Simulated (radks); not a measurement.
Results of a calculation; reference values are marked as such.
Species: Cl V. Configuration: [Ne] 3s2 3p1. Code: a radial shooting solver on a logarithmic mesh with Libxc functionals. Model: non-relativistic Kohn-Sham, B86b exchange with PBE correlation, spin-polarised, spherical densities, point nucleus; open shells are filled with parallel spins first. Some entries of the table are withheld. Estimate them.

orbital  occ.  eigenvalue (eV)  <r^2> (bohr^2)
1s up       1        -2808.069         0.01122
1s down     1        -2807.820         0.01122
2s up       1        -314.8734          0.2348
2s down     1        -314.6163          0.2346
2p up       3        -255.8070          0.2043
2p down     3        -255.4590          0.2041
3s up       1         -74.4433           2.090
3s down     1         -72.5170           2.100
3p up       1         -60.3958           2.400
3p down     0         -58.5207           2.426
3d up       0         -40.3243           3.047
3d down     0         -38.6675           3.127
4s up       0         -29.5537             (1)

Answer. 
(1) 4s up <r^2> (bohr^2): 9.910
